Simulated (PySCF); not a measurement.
## Do core-level shifts follow atomic charges?

Species: 2,6-dimethyl-4-pyrone, C₇H₈O₂.
Z-matrix (Å and degrees, PBE0-D3(BJ)/def2-SVP geometry), rows numbered from 1:
```
C 
C   1  1.4864
C   2  1.3500  1  126.68
C   3  1.4644  2  121.70  1   179.85
O   4  1.2200  3  123.47  2  -179.79
C   4  1.4648  3  112.80  2     0.14
C   6  1.3502  4  121.72  3    -0.15
C   7  1.4865  6  126.77  4  -179.81
O   2  1.3538  1  111.67  3   179.93
H   1  1.1012  2  110.33  3  -120.54
H   1  1.1012  2  110.35  3   121.07
H   1  1.0963  2  110.69  3     0.25
H   3  1.0907  2  120.09  1    -0.08
H   6  1.0907  4  118.21  3   179.96
H   8  1.1012  7  110.36  6  -121.04
H   8  1.0963  7  110.72  6    -0.20
H   8  1.1013  7  110.31  6   120.59
```

Binding energies: PySCF 2.14.0, delta-SCF UKS SCAN, pcX-2 on the ionised atom, pcseg-1 elsewhere, spin-free X2C. Charges: PBE0/pcSseg-1 ground-state density, for the ionised atom.

```
atom                 environment  C 1s (eV)  Mulliken (e)  IAO (e)  Hirshfeld (e)  ESP (e)
  C3  unsaturated ring CH carbon     290.27        -0.228   -0.264         -0.090   -0.761
  C1  carbon bonded to C and 3 H     291.47        -0.166   -0.427         -0.113   -0.606
  C4        ring carbonyl carbon     292.52        +0.387   +0.342         +0.107   +0.886
  C2     unsaturated ring carbon     292.63        +0.096   +0.229         +0.098   +0.587
```

Problem. Give the correlation coefficient and slope of binding energy on charge for each scheme.

Solution. ESP: r = 0.91, slope 1.2 eV per e; Hirshfeld: r = 0.86, slope 7.9 eV per e; Mulliken: r = 0.83, slope 3.2 eV per e; IAO: r = 0.79, slope 2.3 eV per e. ESP charges have the highest r, on only 4 points.

Problem. The point-charge model writes a binding energy as kq + V + constant, with V the potential of the other atoms' charges at the site. What does it give with the Mulliken charges?

Solution. V = Σ 14.40 eV Å × q/r over all other atoms: +2.41 eV at C3, +3.89 eV at C1, -7.52 eV at C4, -3.91 eV at C2. Fitting binding energy − V to q gives k = 21.7 eV per e and leaves an rms residual of 1.26 eV, against 0.53 eV for the fit on q alone. The model has no term for differences in relaxation between sites.

Isolated species at its PBE0-D3(BJ)/def2-SVP geometry, gas phase.
